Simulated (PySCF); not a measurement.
**A small calculation by hand: entropy of an ideal gas**

Pb(Br)(OH) (BrHOPb), SMILES [OH][Pb][Br] (connectivity only; charge and spin as stated), neutral, multiplicity 1.

The structure is a stationary point at B3LYP-D3(BJ)/def2-TZVP. The def2 effective core potentials stand for the cores of Pb; spin–orbit coupling is left out. The values are those of a single conformer.

PySCF with B3LYP-D3(BJ)/def2-TZVP gives the harmonic wavenumbers 119, 204, 343, 524, 700, 3797 cm⁻¹ and the rotational temperatures 0.3543, 0.0578, 0.0497 K. The molar mass is 304.11 g/mol, the symmetry number 1, the spin multiplicity 1.

Question: Work out the entropy at 298.15 K and 1 atm in the rigid-rotor, harmonic-oscillator model.

Answer: 
Translation (Sackur–Tetrode at 1 atm): S = R[1.5 ln M + 2.5 ln T − 1.16487] = 180.1 J/(mol K).
Rotation: q = (√π/σ) T^1.5/√(θA θB θC) = 286000, S = R[ln q + 3/2] = 116.9 J/(mol K).
Vibration: with u = 1.4388 ν/T, each mode gives R[u/(e^u − 1) − ln(1 − e^−u)]:
```csv
ν (cm⁻¹),modes,u,S (J/(mol K))
119,1,0.57,13.04
204,1,0.98,8.77
343,1,1.66,5.01
524,1,2.53,2.51
700,1,3.38,1.28
```
The stiffer modes add less than 0.005 each. Sum 30.6 J/(mol K).
Spin: R ln 1 = 0.0 J/(mol K).
Total 327.6 J/(mol K); the program's own thermochemistry gives 327.6. Translation makes up 55 % and vibration 9 %. Anharmonicity, hindered rotation and orbital degeneracy are left out.
